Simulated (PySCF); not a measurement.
AlN (SMILES [N]=[Al]), triplet (typed; the unrestricted solution is spin-contaminated), geometry from GFN2-xTB (such geometries of metal compounds can be far from the true shape), with bond 2-1 at 2.0 times its length; CAMB3LYP/def2-SVP (PySCF).

PySCF was given this input:
```python
from pyscf import gto, scf, dft

mol = gto.Mole()
mol.atom = '''
    Al   -0.00000000   -0.00000000   -0.59733836
    N     0.00000000    0.00000000    2.81602370
'''
mol.basis = 'def2-svp'
mol.spin = 2
mol.verbose = 4
mol.build()

mf = dft.UKS(mol)
mf.xc = 'camb3lyp'
mf.init_guess = 'huckel'
mf.kernel()
mf.analyze()
```

It wrote (shortened):

```
PySCF version 2.14.0

[INPUT] verbose = 4
[INPUT] num. atoms = 2
[INPUT] num. electrons = 20
[INPUT] charge = 0
[INPUT] spin (= nelec alpha-beta = 2S) = 2
[INPUT] symmetry False subgroup None
[INPUT] Mole.unit = angstrom
[INPUT] Symbol           X                Y                Z      unit          X                Y                Z       unit  Magmom
[...]
nuclear repulsion = 14.1078283953622
number of shells = 14
number of NR pGTOs = 60
number of NR cGTOs = 32
basis = def2-svp
ecp = {}

******** <class 'pyscf.dft.uks.UKS'> ********
method = UKS
initial guess = huckel
damping factor = 0
level_shift factor = 0
DIIS = <class 'pyscf.scf.diis.CDIIS'>
diis_start_cycle = 1
diis_space = 8
diis_damp = 0
SCF conv_tol = 1e-09
SCF conv_tol_grad = None
SCF max_cycles = 50
direct_scf = True
direct_scf_tol = 1e-13
number electrons alpha = 11  beta = 9
XC library pyscf.dft.libxc version 7.1.2
    S. Lehtola, C. Steigemann, M. J. T. Oliveira, and M. A. L. Marques,  SoftwareX 7, 1–5 (2018)
XC functionals = camb3lyp
    T. Yanai, D. P. Tew, and N. C. Handy,  Chem. Phys. Lett. 393, 51 (2004)
radial grids:
    Treutler-Ahlrichs [JCP 102, 346 (1995); DOI:10.1063/1.469408] (M4) radial grids

becke partition: Becke, JCP 88, 2547 (1988); DOI:10.1063/1.454033
pruning grids: <function nwchem_prune>
grids dens level: 3
symmetrized grids: False
atomic radii adjust function: <function treutler_atomic_radii_adjust>
small_rho_cutoff = 0
Set gradient conv threshold to 3.16228e-05
Initial guess from on-the-fly Huckel, doi:10.1021/acs.jctc.8b01089.
Spherically averaged atomic HF for {'Al', 'N'}

******** <class 'pyscf.scf.atom_hf.AtomSphAverageRHF'> ********
method = AtomSphAverageRHF
initial guess = minao
damping factor = 0
level_shift factor = 0
DIIS = <class 'pyscf.scf.diis.CDIIS'>
diis_start_cycle = 1
diis_space = 8
diis_damp = 0
SCF conv_tol = 1e-09
SCF conv_tol_grad = None
SCF max_cycles = 50
direct_scf = True
direct_scf_tol = 1e-13
atom = Al
Set gradient conv threshold to 3.16228e-05
Initial guess from minao.
init E= -241.65276660978
cycle= 1 E= -241.682650202556  delta_E= -0.0299  |g|=    0  |ddm|= 0.392
cycle= 2 E= -241.682798710281  delta_E= -0.000149  |g|=    0  |ddm|= 0.0403
cycle= 3 E= -241.682800124489  delta_E= -1.41e-06  |g|=    0  |ddm|= 0.0033
cycle= 4 E= -241.682800125747  delta_E= -1.26e-09  |g|=    0  |ddm|= 0.000212
cycle= 5 E= -241.682800125799  delta_E= -5.2e-11  |g|=    0  |ddm|= 5.03e-05
[...]
cycle= 50 E= -296.711350564656  delta_E= 0.0266  |g|= 0.171  |ddm|= 0.307
SCF not converged.
SCF energy = -296.711350564656 after 50 cycles  <S^2> = 2.448914  2S+1 = 3.2856744
**** SCF Summaries ****
Total Energy =                        -296.711350564656300
Nuclear Repulsion Energy =              14.107828395362198
One-electron Energy =                 -438.330111952033860
Two-electron Energy =                  127.510932992015356
Two-electron Coulomb Energy =          152.655442050303066
DFT Exchange-Correlation Energy =      -25.144509058287706
**** MO energy ****
                             alpha | beta                alpha | beta
[...]
To work with the spin densities directly, `use mulliken_meta_spin()` only printing them here.

 ** Mulliken spin pop alpha/beta on meta-lowdin orthogonal AOs **
 ** Mulliken Spin Density (per AO)  **
spin_pop of  0 Al 1s       -0.00000
spin_pop of  0 Al 2s        0.00000
spin_pop of  0 Al 3s       -0.00679
spin_pop of  0 Al 4s        0.00068
spin_pop of  0 Al 2px       0.00002
spin_pop of  0 Al 2py       0.00000
spin_pop of  0 Al 2pz       0.00002
spin_pop of  0 Al 3px       0.47162
spin_pop of  0 Al 3py       0.01912
spin_pop of  0 Al 3pz       0.42584
spin_pop of  0 Al 4px       0.00156
spin_pop of  0 Al 4py       0.00039
spin_pop of  0 Al 4pz       0.00074
spin_pop of  0 Al 3dxy     -0.00000
spin_pop of  0 Al 3dyz      0.00010
spin_pop of  0 Al 3dz^2     0.00068
spin_pop of  0 Al 3dxz      0.00012
spin_pop of  0 Al 3dx2-y2   -0.00002
spin_pop of  1 N 1s       -0.00001
spin_pop of  1 N 2s        0.00462
spin_pop of  1 N 3s       -0.00130
spin_pop of  1 N 2px      -0.45190
spin_pop of  1 N 2py       0.95632
spin_pop of  1 N 2pz       0.57221
spin_pop of  1 N 3px      -0.00113
spin_pop of  1 N 3py       0.00379
spin_pop of  1 N 3pz       0.00303
spin_pop of  1 N 3dxy      0.00002
spin_pop of  1 N 3dyz      0.00000
spin_pop of  1 N 3dz^2     0.00009
spin_pop of  1 N 3dxz     -0.00001
spin_pop of  1 N 3dx2-y2    0.00020
 ** Mulliken Spin Density (per atom)  **
spin density of  0 Al =      0.91407
spin density of  1 N =      1.08593
 ** Mulliken pop alpha/beta on meta-lowdin orthogonal AOs **
 ** Mulliken pop       alpha | beta **
[...]
In total            11.00000 | 9.00000
 ** Mulliken atomic charges   ( Nelec_alpha | Nelec_beta ) **
charge of  0Al =      0.06378  (     6.92515      6.01108 )
charge of  1N =     -0.06378  (     4.07485      2.98892 )
Dipole moment(X, Y, Z, Debye): -0.00000, -0.00000, -0.98894
```

Convergence was not reached.
